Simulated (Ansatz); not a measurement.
`BC[Si](C)(C)C`, charge 0, multiplicity 1.

Problem. Give a relaxed structure at PBE0-D4/def2-TZVP (Ansatz 0.2.0). (Estimate.)

Solution. Computed: 
Z-matrix (Å, degrees):
```
C
Si 1 1.911
B 1 1.525 2 107.7
H 1 1.095 2 103.7 3 122.3
H 1 1.095 2 103.7 3 -122.3
C 2 1.872 1 109.9 3 -60.4
C 2 1.872 1 109.9 3 61.0
C 2 1.873 1 107.3 3 -179.7
H 3 1.200 1 121.0 2 -87.7
H 3 1.200 1 120.9 2 88.0
H 6 1.093 2 111.2 1 -55.6
H 6 1.093 2 111.5 1 64.5
H 6 1.094 2 110.7 1 -175.4
H 7 1.094 2 110.7 1 175.7
H 7 1.093 2 111.1 1 55.9
H 7 1.093 2 111.5 1 -64.2
H 8 1.093 2 111.2 1 60.2
H 8 1.094 2 110.6 1 -179.9
H 8 1.093 2 111.2 1 -60.1
```
Point group Cs.
This is one stationary point; other conformers may exist.
